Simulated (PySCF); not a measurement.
CaH⁻: from constants to spectrum

RHF-CCSD(T) constants of CaH⁻, ¹Σ⁺ (singlet), closed shell (PySCF, spin-free X2C with a Gaussian nucleus, basis sets Ca aug-cc-pVDZ-X2C, H aug-cc-pVDZ-DK; masses 39.9626 and 1.0078 u):

```
ωe              : 1095.5 cm⁻¹
ωexe            : 25.5 cm⁻¹
Be              : 3.8629 cm⁻¹
αe              : 0.128 cm⁻¹
D (centrifugal) : 0.000192 cm⁻¹
De to Ca + H⁻   : 1.95 eV
```

Q: Give the band origin of the fundamental and the first lines of its P and R branches.

A: ν0 = ωe − 2ωexe = 1044.5 cm⁻¹, B0 = 3.7989, B1 = 3.6709 cm⁻¹.

| J″ | P(J″) − ν0 | R(J″) − ν0 |
| --- | --- | --- |
| 0 |  | 7.341 |
| 1 | -7.597 | 14.421 |
| 2 | -15.445 | 21.237 |
| 3 | -23.541 | 27.782 |
| 4 | -31.878 | 34.053 |
| 5 | -40.453 | 40.045 |
| 6 | -49.261 | 45.753 |

Q: Near which J would the R branch turn back, without centrifugal distortion?

A: At J ≈ (B0 + B1)/(2(B0 − B1)) − 1 ≈ 28.

Correlated steps freeze 5 core orbitals. Correlated levels converge slowly with the basis: in double zeta they bind strong bonds too weakly, by up to about 1 eV, and carry superposition errors of some tenths. For an ion De counts to the pair picked by the measured ionisation energies or electron affinities, which need not be the lowest pair at this level. The CCSD T1 diagnostic is raised, a sign that a single reference may not be enough here.
